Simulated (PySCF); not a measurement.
**Au²⁺ (gold, charge +2) across methods**

[Xe] 4f14 5d8 6p1, one real determinant (an excited configuration). Calculation: PySCF 2.14, in aug-cc-pwCVTZ-PP with ECP60MDF (8s8p7d4f3g, 122 functions); a scalar-relativistic core potential.

```csv
method,E (hartree),mean ε 5d α (eV),mean ε 5d β (eV),mean ε 6p α (eV),Σ⟨r²⟩ (bohr²),⟨S²⟩
LDA,-133.8824,-32.342,-30.827,-17.134,39.55,3.750
PBE0,-134.1334,-34.229,-32.650,-17.643,39.47,3.751
r2SCAN,-134.1909,-32.718,-31.111,-17.131,39.31,3.751
MN15,-133.8832,-34.711,-33.308,-18.291,39.60,3.751
PW91,-134.2160,-32.292,-30.841,-17.048,39.45,3.751
revPBE,-134.2195,-32.175,-30.727,-16.934,39.45,3.751
UHF,-133.36642,-39.283,-37.273,-19.045,39.95,3.753
```

Question: Estimate the same row for PBE.

Answer: E (hartree) = -134.1609; mean ε 5d α (eV) = -32.225; mean ε 5d β (eV) = -30.760; mean ε 6p α (eV) = -16.981; Σ⟨r²⟩ (bohr²) = 39.48; ⟨S²⟩ = 3.751.

⟨L²⟩ = 14.01 against 20 for a pure G term, so this real determinant mixes terms. Energies and moments cover only the electrons outside the core potential. Spin-orbit coupling, absent here, splits the open shell strongly.
